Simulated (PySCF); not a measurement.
**Zn⁺: ionisation energy**

Zn⁺ [Ar] 3d10 4s1 (2S) → Zn²⁺ [Ar] 3d10 (1S), as a difference of total energies. All numbers are calculated (PySCF 2.14, a scalar-relativistic core potential, in aug-cc-pVDZ-PP with ECP10MDF (5s5p4d2f, 54 functions)). Correlated levels: valence: 3s2 3p6 frozen. The calculations carry no spin-orbit coupling.

```
           method  ionisation energy (eV)  error (eV)
              UHF                  16.801      -1.163
            B3LYP                  18.561      +0.597
            M06-L                  17.872      -0.092
    MP2 (valence)                  17.678      -0.286
SCS-MP2 (valence)                  17.534      -0.430
```

Reference: 17.964 eV (measured; NIST Atomic Spectra Database, ionization energies).

Errors of the correlated levels include the incompleteness of this basis and the frozen core.
